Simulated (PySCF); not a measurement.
Screening by computed properties: pick the candidate that meets the target.

All species are isolated and taken at one optimised geometry, non-relativistic unless stated; the electronic structure was computed with PySCF and density fitting.

The conformers computed, where there is a choice (atom-mapped SMILES and torsion angles):
- `[CH3:1][CH2:2][B:3]([F:4])[F:5]`: C1–C2–B3–F4 -10°

The conformers of `c1ccc2c(c1)CCCC2` aren't listed.

Question: Wanted: lowest singlet excitation between 5.2 eV and 7 eV (TDDFT CAM-B3LYP/def2-SVPD) and lowest triplet excitation (Tamm–Dancoff) below 7.3 eV (TDA CAM-B3LYP/def2-SVPD), at PBE0-D3(BJ)/def2-SVP geometries. Which candidate meets both?
A. `CCB(F)F`
B. `[CH3][Be][Cl]`
C. `c1ccc2c(c1)CCCC2`
D. `Clc1c(cc[se]1)F`

Answer: C. Computed values:
```csv
species,lowest singlet excitation,lowest triplet excitation (Tamm–Dancoff)
Clc1c(cc[se]1)F,5.10 eV,3.36 eV
c1ccc2c(c1)CCCC2,5.27 eV,3.98 eV
[CH3][Be][Cl],7.73 eV,7.03 eV
CCB(F)F,8.32 eV,7.50 eV
```

Question: Wanted: HOMO–LUMO gap above 10 eV (CAM-B3LYP/def2-SVPD) and vertical ionisation energy above 12 eV (ΔSCF CAM-B3LYP/def2-SVPD), at PBE0-D3(BJ)/def2-SVP geometries. Which candidate meets both?
A. `CCB(F)F`
B. `Clc1c(cc[se]1)F`
C. `c1ccc2c(c1)CCCC2`
D. `[CH3][Be][Cl]`

Answer: A. Computed values:
```csv
species,HOMO–LUMO gap,vertical ionisation energy
Clc1c(cc[se]1)F,8.05 eV,8.87 eV
c1ccc2c(c1)CCCC2,8.78 eV,8.51 eV
[CH3][Be][Cl],11.16 eV,11.79 eV
CCB(F)F,11.80 eV,12.07 eV
```

Question: Wanted: HOMO energy between -10.7 eV and -8 eV (CAM-B3LYP/def2-SVPD) and static isotropic polarisability below 60 au (CAM-B3LYP/def2-SVPD), at PBE0-D3(BJ)/def2-SVP geometries. Which candidate meets both?
A. `c1ccc2c(c1)CCCC2`
B. `Clc1c(cc[se]1)F`
C. `CCB(F)F`
D. `[CH3][Be][Cl]`

Answer: D. Computed values:
```csv
species,HOMO energy,static isotropic polarisability
CCB(F)F,-10.94 eV,39.1 au
[CH3][Be][Cl],-10.53 eV,41.3 au
Clc1c(cc[se]1)F,-8.16 eV,83.3 au
c1ccc2c(c1)CCCC2,-7.92 eV,111.6 au
```
